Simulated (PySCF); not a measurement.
This PySCF input asks for the NMR shieldings of `FC[C@H]1CN[SiH2]N1`, C$_{3}$H$_{9}$FN$_{2}$Si; the geometry comes from GFN2-xTB.

```python
import basis_set_exchange as bse
import numpy as np
from pyscf import gto, dft
from pyscf.prop import nmr

atoms = """
F     2.876815    0.579522    0.047516
C     1.927749   -0.210565   -0.553020
C     0.649152   -0.242162    0.283113
C    -0.015137    1.136684    0.365509
N    -1.417837    0.892758    0.615112
Si   -1.942332   -0.602018   -0.052054
N    -0.320620   -1.117039   -0.333789
H     1.736186    0.208042   -1.545977
H     2.361529   -1.211839   -0.647238
H     0.912812   -0.576167    1.299035
H     0.422212    1.728390    1.175354
H     0.145149    1.675843   -0.578985
H    -1.976065    1.728923    0.635163
H    -2.715388   -1.288430    0.984349
H    -2.607196   -0.608735   -1.357992
H    -0.044629   -2.084263   -0.347507
"""
names = dict.fromkeys(["F", "C", "N", "Si", "H"], "pcSseg-1")
basis = {el: gto.basis.parse(bse.get_basis(n, elements=[el], fmt="nwchem")) for el, n in names.items()}
mol = gto.M(atom=atoms, basis=basis, charge=0, verbose=0)
mf = dft.RKS(mol, xc="PBE0")
mf.grids.level = 2
mf.grids.alignment = dft.numint.BLKSIZE   # the property module wants whole blocks of grid points
mf.conv_tol = 1e-9
mf.kernel()

calc = nmr.RKS(mf)   # GIAO
C = mf.mo_coeff
Co = C[:, mf.mo_occ > 0]
resp = mf.gen_response(singlet=True, hermi=2)
def vind(x):   # induced exchange potential for any number of trial vectors
    d = np.einsum("pi,xij,qj->xpq", C, 2 * x.reshape(-1, C.shape[1], Co.shape[1]), Co, optimize=True)
    return np.einsum("xpq,pi,qj->xij", resp(d - d.transpose(0, 2, 1)), C, Co, optimize=True).ravel()
mo1, _ = nmr.rhf.solve_mo1(calc, with_cphf=vind)
sigma = calc.kernel(mo1)
for i, s in enumerate(sigma):   # ppm
    print("%2d %-2s %9.2f" % (i, mol.atom_pure_symbol(i), np.trace(s) / 3))
```

**Question.** What does it print?

**Answer.** 
```
 0 F     422.90
 1 C      93.95
 2 C     129.08
 3 C     133.38
 4 N     247.48
 5 Si    372.90
 6 N     242.80
 7 H      27.35
 8 H      26.91
 9 H      27.92
10 H      27.84
11 H      28.65
12 H      31.75
13 H      26.36
14 H      26.40
15 H      32.10
```

These numbers come from an equivalent density-fitted implementation of the same equations, which agrees with the script to about 0.01 ppm for H and up to a few tenths of a ppm for heavy atoms, so last digits may differ.

**Question.** Turn these shieldings into chemical shifts. Chemical shifts δ = σref − σ; CFCl3 for ¹⁹F (170.95 ppm); TMS for ¹³C (186.93 ppm), ²⁹Si (349.16 ppm), ¹H (31.72 ppm); NH3 for ¹⁵N (267.73 ppm), all at this level.

**Answer.** Averaging equivalent atoms: F 0: -252.0; C 1: 93.0; C 2: 57.8; C 3: 53.5; N 6: 24.9; N 4: 20.3; Si 5: -23.7; H 13: 5.36; H 14: 5.32; H 8: 4.81; H 7: 4.36; H 10: 3.87; H 9: 3.80; H 11: 3.06; H 12: -0.03; H 15: -0.39 ppm. Unscaled 19F shifts against computed CFCl3 carry errors that often reach 10 to 50 ppm. Experimental scales use liquid or dissolved standards, which lie at an offset from isolated NH3 (liquid NH3: subtract about 20 ppm).

Size and cost of the density-fitted run: 171 basis functions, 26 s wall time on 1 thread of an Intel Xeon Platinum 8488C, shared host; peak memory 0.77 GiB.
